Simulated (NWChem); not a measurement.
Species: ZrH4; SMILES [ZrH4]

All runs: NWChem. Geometry: optimised at PBE0/def2-SVP (def2 core potentials past Kr).

Question: Estimate the computed values for PBE0/3-21G, non-relativistic. Quantities: highest occupied level (eV); orbital gap (eV).

Answer: 
| Quantity | Result |
|---|---|
| highest occupied level (eV) | -8.64 |
| orbital gap (eV) | 5.98 |
